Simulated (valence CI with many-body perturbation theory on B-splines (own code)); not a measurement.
Questions on Pm22+

Method: configuration interaction combined with many-body perturbation theory (CI+MBPT): three valence electrons over a frozen Dirac-Fock core [Kr], radial functions for each j: 7 s, 7 p, 8 d, 6 f, 4 g, 1 h, with the one-electron correlation potential Σ1, the two-electron term Σ2, the three-electron term Σ3, Breit, model QED; selected CI, second order for the rest, scaled by the run's own slope (own B-spline code, finite nucleus).

No measured levels were compared; by estimate terms of the open shell hold to 2 to 4 % of their energy, and close levels can change places. Only levels of the ground parity were solved; by the run's estimate the other parity begins above the list, which can be wrong where configurations are misplaced.

Levels are named by their leading jj configuration (3d3/2^4 stands for four electrons in 3d with j = 3/2), which in mixed levels can hold well under half, so a name can repeat and another be missing.

Rates and lifetimes use the calculated energies. Strong lines usually hold to 10 to 20 %, long lifetimes can be off by a factor of two.

Question: What is the ground level?

Answer: (4d3/2^3) J=3/2, composition 69 % 4d3 4F + 24 % 4d3 2D + 5 % 4d3 2P, g = 0.565.

Question: What is the ionisation energy?

Answer: 690.39 eV; NIST lists 689 ± 4 eV (theoretical).

Question: How well does LS coupling describe the low levels?

Answer: Among the lowest 19 levels the leading LS term, summed over configurations, holds 69 % on average. For single configurations the figures are 69 % in LS and 83 % in jj coupling. Terms mix most in the J = 9/2 level at 55057 cm⁻¹, where the leading one holds 42 %.
